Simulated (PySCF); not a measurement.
CH₆AlClOSi, SMILES [CH3][Al]([Cl])[O][SiH3]. Heavy atoms are numbered as in [Al:1]([Cl:2])([CH3:3])[O:7][SiH3:8]. Hydrogens are named by the atom that carries them.

The structure is a stationary point at B3LYP-D3(BJ)/def2-SVP. The structure was generated by enumeration; whether it is a known compound was not checked. Other conformers were not sampled.

Computed with PBE/pcSseg-1 in PySCF.

GIAO shieldings, no solvent; atoms alike by connectivity are averaged. δ = σ(ref) − σ: ³⁵Cl against HCl (σ = 936.5 ppm); ¹³C against TMS (σ = 182.0 ppm); ¹H against TMS (σ = 31.49 ppm); ¹⁷O against H2O (σ = 334.3 ppm); ²⁹Si against TMS (σ = 335.4 ppm), references at their B3LYP-D3(BJ)/def2-TZVP geometries, non-relativistic (without spin–orbit terms, shifts of atoms bonded to Cl or Br come out too high).

```json
[
 {"nucleus": "³⁵Cl", "atoms": "Cl2", "count": "1", "δ (ppm)": "38.9"},
 {"nucleus": "¹³C", "atoms": "C3 (CH3)", "count": "1", "δ (ppm)": "-11.2"},
 {"nucleus": "¹H", "atoms": "H on Si8", "count": "3", "δ (ppm)": "5.61"},
 {"nucleus": "¹H", "atoms": "H on C3", "count": "3", "δ (ppm)": "0.10"},
 {"nucleus": "¹⁷O", "atoms": "O7", "count": "1", "δ (ppm)": "67.3"},
 {"nucleus": "²⁹Si", "atoms": "Si8 (SiH3)", "count": "1", "δ (ppm)": "-41.3"}
]
```
